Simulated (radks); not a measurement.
Values are calculated unless marked as measured or tabulated.
Neutral fluorine, 9 electrons, occupied as [He] 2s2 2p5.

Code: a radial shooting solver on a logarithmic mesh with Libxc functionals. Model: non-relativistic Kohn-Sham, LDA (Slater exchange, VWN5 correlation), spin-polarised, spherical densities, point nucleus; open shells are filled with parallel spins first; hard spherical wall at 12 bohr.

Energy parts (eV):
total: -2697.035
kinetic: 2685.560
electron-nucleus: -6468.692
Hartree: 1348.421
exchange-correlation: -262.324

Orbitals (lengths in bohr, moments of r in powers of bohr):
orbital,occ.,eigenvalue (eV),<1/r>
1s up,1,-658.5382,8.567
1s down,1,-657.7015,8.574
2s up,1,-30.3153,1.459
2s down,1,-28.6841,1.442
2p up,3,-12.0316,1.286
2p down,2,-10.4478,1.256
3s up,0,0.1355,0.2378
3s down,0,0.1886,0.2331
3p up,0,1.4092,0.1847
3p down,0,1.4394,0.1843
3d up,0,2.8001,0.1454
3d down,0,2.8025,0.1452

The highest occupied level is 2p down at -10.448 eV. Summed over all electrons, <r^2> = 10.75 bohr^2, which gives a Langevin (diamagnetic) susceptibility term of -8.51 x 10^-6 cm^3/mol. The electron density at the nucleus is 444.1 e/bohr^3. The density falls to 0.001 e/bohr^3 at r = 3.12 bohr.
